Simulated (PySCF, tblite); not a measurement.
Species: C5H12BNO2S.
Z-matrix (Å and degrees, GFN2-xTB geometry), rows numbered from 1:
```
C 
O   1  1.4082
B   2  1.3528  1  124.63
O   3  1.3534  2  119.70  1   177.96
C   4  1.4140  3  122.80  2    -5.96
C   3  1.5947  2  124.02  1     1.05
S   6  1.6602  3  114.38  2    62.91
N   6  1.3359  3  123.47  2  -119.98
C   8  1.4424  6  122.83  3  -176.40
C   8  1.4400  6  122.45  3     2.88
H   1  1.0921  2  110.12  3   -73.98
H   1  1.0904  2  107.31  3   166.61
H   1  1.0931  2  111.47  3    46.50
H   5  1.0912  4  107.60  3   146.99
H   5  1.0921  4  109.26  3   -94.30
H   5  1.0906  4  111.11  3    26.25
H   9  1.0919  8  110.03  6  -123.22
H   9  1.0888  8  108.76  6    -3.25
H   9  1.0921  8  110.22  6   116.60
H  10  1.0941  8  110.04  6   118.83
H  10  1.0862  8  110.10  6    -1.85
H  10  1.0928  8  109.89  6  -121.76
```

Jobs on this species (22 atoms, 86 electrons) with PySCF (density fitting) and tblite. Hardware of each: one thread, Arm Neoverse N1 (aarch64), shared host. The host was shared with other jobs, so the times are rough.

| level and settings | work | basis functions | SCF cycles | wall time |
| --- | --- | --- | --- | --- |
| GFN2-xTB | L-BFGS relaxation | – | – | ? |
| PBE0/pcSseg-1 | shieldings, charges and field gradients | 237 | 14 | 1.8 min |
| GFN2-xTB | Hessian by finite differences | – | – | 1.7 s |

Q: Fill in the missing figures.

A: 
- GFN2-xTB; L-BFGS relaxation: 2.2 s

Q: What do all jobs in the table cost together?

A: About 1.9 min; the longest takes about 97 % of that, and about 64 times as long as the shortest.
